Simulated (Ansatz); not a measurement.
The same path of FGaH4SSi (8 atoms, charge 0, multiplicity 1) was run twice with different band settings. Lost on the way: Si3–H7. Made: S4–H7.

The calculation used Ansatz, UKS B3LYP-D4/def2-SVP.

Relaxed end points:

```xyz
8
Properties=species:S:1:pos:R:3
F -2.170 -0.067 -0.674
Ga -0.718 0.923 -0.957
Si 0.965 0.060 0.543
S 0.444 -2.037 0.719
H -0.938 2.003 -2.074
H 0.949 0.792 1.847
H 2.353 0.127 0.005
H -0.885 -1.802 0.591
```

```xyz
8
Properties=species:S:1:pos:R:3
F -1.362 -0.551 -1.036
Ga -0.695 1.149 -0.747
Si 1.356 0.907 0.571
S 0.660 -1.454 0.914
H -1.640 2.109 -1.576
H 0.574 1.259 1.838
H 1.508 -2.029 0.029
H -0.402 -1.389 0.008
```

Common settings: spring 5.0 eV/Å²; optimiser quadratic models (default); start path through a guess of the saddle point; force threshold 0.03 eV/Å; end points relaxed.

| run | movable images | climbing image | iteration limit |
| --- | --- | --- | --- |
| 1 | 9 | yes | 29 |
| 2 | 4 | no | 60 |

**Question.** What does each run give, and how far can it be trusted?

**Answer.** Run 1: converged after 14 iterations, highest image 2.315 eV above the first end. Beside the main top the profile has a ripple of under 15 meV (maxima at images 1, 6), which may be a very shallow well or noise. A vibrational analysis at the climbing image gives one clearly imaginary mode, 882i cm⁻¹: a first-order saddle point.
Run 2: converged after 20 iterations, highest image 1.787 eV above the first end. Neighbouring images differ by up to 1.7 eV, so the band resolves the path poorly. No image climbed, so the highest image needn't sit at the top of the path.
The orbitals stay closed-shell, which can raise the energy where a bond breaks towards radicals; this wasn't checked here.
